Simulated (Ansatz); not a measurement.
CH₅FNSc, SMILES `[CH3][Sc]([NH2])[F]` at its PBE0-D4/def2-TZVP geometry, where that method's forces vanish. The species carries charge 0 and has multiplicity 1.

```xyz
9

C     1.6091   -0.2926   -0.1262
Sc   -0.5641   -0.5217   -0.3264
N    -1.7099    0.8794    0.4602
F    -1.2965   -1.9841   -1.1937
H     2.1916   -1.0103   -0.7153
H     1.9349    0.7126   -0.4277
H     1.9244   -0.4118    0.9201
H    -1.3686    1.7014    0.9455
H    -2.7210    0.9270    0.4635
```

Problem. What forces (eV/Å) does B3LYP-D4/def2-TZVPP give on these atoms in Ansatz 0.2.0? (Best estimate.)

Solution. Ansatz gave: 
```
C1   0.182  0.016  0.012
Sc2  0.106  0.018  0.012
N3  -0.101  0.135  0.076
F4  -0.097 -0.205 -0.121
H5  -0.024  0.031  0.025
H6  -0.016 -0.037  0.010
H7  -0.017  0.003 -0.036
H8  -0.007  0.024  0.014
H9  -0.026  0.015  0.008
```

B3LYP here is the variant with VWN-RPA as its local correlation; programs differ in this.
